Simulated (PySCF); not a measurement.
# Excitation energy of Ba by level of theory

Ba [Xe] 6s2 (1S) → Ba [Xe] 5d1 6s1 (3D), as a difference of total energies. All numbers are calculated (PySCF 2.14, the spin-free X2C one-electron Hamiltonian (Gaussian nucleus), in aug-cc-pVQZ-X2C). Correlated levels: valence: [Xe] frozen. The calculations carry no spin-orbit coupling.

| method | excitation energy (cm⁻¹) | error (cm⁻¹) |
| --- | --- | --- |
| UHF | 6589.4 | -2768 |
| LDA | 7359.6 | -1997 |
| PBE | 6020.0 | -3337 |
| PBE0 | 6225.8 | -3131 |
| r2SCAN | 3426.9 | -5930 |
| revPBE | 5480.0 | -3877 |
| B3LYP | 7688.0 | -1669 |
| M06-L | 10231 | +874 |
| MP2 (valence) | 9673.8 | +317 |
| SCS-MP2 (valence) | 10983 | +1626 |

Reference: 9357.0 cm⁻¹ (measured; NIST levels, between the centres of gravity of the two terms).

Errors of the correlated levels include the incompleteness of this basis and the frozen core.
